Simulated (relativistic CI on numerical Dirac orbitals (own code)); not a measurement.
# Radial parameters of Pt⁷²⁺

These numbers are calculated, not measured: Dirac-Coulomb-Breit CI, orbitals from a KLI potential per configuration, model QED (radiative potential, 1s self-energy scaled to tabulated hydrogen-like ionisation energies), unscaled Slater integrals (own radial code, finite nucleus).

Slater integrals F^k, G^k are unscaled and averaged over j, outside the closed core 1s2; ζ comes from projecting the Hamiltonian with its Breit term on Σ l·s of the shell.

- 2s²2p²: F^2(2p,2p) = 1.5094e+06, ζ(2p) = 9.9211e+06 cm⁻¹; <r>(2p) = 0.06193, <r^2>(2p) = 0.004689 (bohr units).
- 2s2p³: F^2(2p,2p) = 1.5084e+06, G^1(2s,2p) = 1.6332e+06, ζ(2p) = 9.9014e+06 cm⁻¹; <r>(2s) = 0.06935, <r^2>(2s) = 0.005732, <r>(2p) = 0.06197, <r^2>(2p) = 0.004695 (bohr units).
- 2p⁴: F^2(2p,2p) = 1.5066e+06, ζ(2p) = 9.882e+06 cm⁻¹; <r>(2p) = 0.06204, <r^2>(2p) = 0.004706 (bohr units).

Averages of the first 10 configurations, taken without configuration mixing, which lowers the lowest level and can move excited configurations by several eV; other configurations of the list can lie among them:

```json
{"Configuration": "2s²2p²", "Parity": "even", "States": "15", "Average energy above the lowest level (eV)": "2441.2"}
{"Configuration": "2s2p³", "Parity": "odd", "States": "40", "Average energy above the lowest level (eV)": "4007.0"}
{"Configuration": "2p⁴", "Parity": "even", "States": "15", "Average energy above the lowest level (eV)": "5640.1"}
{"Configuration": "2p³3s", "Parity": "odd", "States": "40", "Average energy above the lowest level (eV)": "16165.5"}
{"Configuration": "2s²2p3s", "Parity": "odd", "States": "12", "Average energy above the lowest level (eV)": "13043.3"}
{"Configuration": "2p³3p", "Parity": "even", "States": "120", "Average energy above the lowest level (eV)": "16621.9"}
{"Configuration": "2p³3d", "Parity": "odd", "States": "200", "Average energy above the lowest level (eV)": "16970.3"}
{"Configuration": "2s²2p3p", "Parity": "even", "States": "36", "Average energy above the lowest level (eV)": "13512.9"}
{"Configuration": "2s²2p3d", "Parity": "odd", "States": "60", "Average energy above the lowest level (eV)": "13861.1"}
{"Configuration": "2s2p²3s", "Parity": "even", "States": "60", "Average energy above the lowest level (eV)": "14570.6"}
```
